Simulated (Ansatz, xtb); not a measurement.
A geometry optimisation of AlClH2OSe with r2SCAN-D4/def2-SVP

The starting geometry of this gas-phase singlet was built from a drawn formula by distance geometry and a force field; its bonds are those of `[OH][AlH][Se]Cl`.

```tsv
atom	x (Å)	y (Å)	z (Å)
Al	0.5711	-1.0091	-0.1015
Cl	-0.1936	-2.8905	2.4335
O	-0.1691	-1.6197	-1.6759
Se	1.6923	-2.4548	1.3902
H	-1.1154	-1.8814	-1.3858
H	0.4705	0.5778	0.2109
```

**Question.** Where would you expect an optimisation with r2SCAN-D4/def2-SVP to take it?

**Answer.** A new bond forms, giving a structure with Cl2 bridging Al1 and Se4, given below by its coordinates. Contacts that close: Al1–Cl2 (3.25 → 2.47 Å).

The energy falls by 0.79 eV over 18 steps:

```json
{"step": "1", "E − E(last) (eV)": "0.795"}
{"step": "3", "E − E(last) (eV)": "0.274"}
{"step": "5", "E − E(last) (eV)": "0.120"}
{"step": "7", "E − E(last) (eV)": "0.100"}
{"step": "9", "E − E(last) (eV)": "0.097"}
{"step": "10", "E − E(last) (eV)": "0.064"}
{"step": "12", "E − E(last) (eV)": "0.034"}
{"step": "14", "E − E(last) (eV)": "0.001"}
{"step": "16", "E − E(last) (eV)": "0.000"}
{"step": "18", "E − E(last) (eV)": "0.000"}
```

Final geometry (Å):

| atom | x (Å) | y (Å) | z (Å) |
| --- | --- | --- | --- |
| Al | 0.3856 | -1.0345 | 0.0948 |
| Cl | -0.2103 | -2.3166 | 2.1154 |
| O | -0.5546 | -1.4343 | -1.2622 |
| Se | 1.8181 | -2.6706 | 1.0932 |
| H | -0.7070 | -2.3014 | -1.6457 |
| H | 0.5238 | 0.4798 | 0.4759 |

From the same start GFN2-xTB reaches the same bonding as this run.

No frequencies were run, so the end isn't proven a minimum. Run with Ansatz 0.2.0, 21 s on 2 threads of Intel(R) Xeon(R) 6975P-C (Granite Rapids), on a shared host.
